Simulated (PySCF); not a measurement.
**N (nitrogen, neutral) across methods**

[He] 2s2 2p2 3s1, high-spin 4P determinant (an excited configuration). Calculation: PySCF 2.14, in aug-cc-pCVTZ-DK with one added diffuse shell each of s, p, d, f type (8s7p5d3f, 75 functions); scalar relativity by spin-free X2C-1e.

| method | E (hartree) | mean ε 2s β (eV) | mean ε 2p α (eV) | mean ε 3s α (eV) | Σ⟨r²⟩ (bohr²) | ⟨S²⟩ |
| --- | --- | --- | --- | --- | --- | --- |
| UHF | -54.06440 | -29.675 | -24.495 | -3.932 | 41.24 | 3.756 |
| BLYP | -54.2401 | -24.023 | -15.859 | -2.281 | 38.35 | 3.752 |
| PW91 | -54.2195 | -24.020 | -16.067 | -2.484 | 38.09 | 3.752 |
| LDA | -53.7684 | -23.916 | -15.979 | -2.498 | 38.12 | 3.751 |
| wB97X-V | -54.2317 | -28.776 | -20.750 | -4.020 | 39.86 | 3.752 |
| BP86 | -54.2387 | -24.200 | -16.041 | -2.549 | 38.13 | 3.752 |
| PBE0 | -54.1883 | -25.782 | -18.216 | -2.912 | 38.71 | 3.752 |
| r2SCAN | -54.2166 | -24.258 | -16.817 | -2.491 | 38.82 | 3.754 |
| PBE | -54.1785 | -23.991 | -15.981 | -2.470 | 38.28 | 3.752 |

The outer electron is Rydberg-like, and this basis confines it to a smaller radius and binds it less than a complete one would.
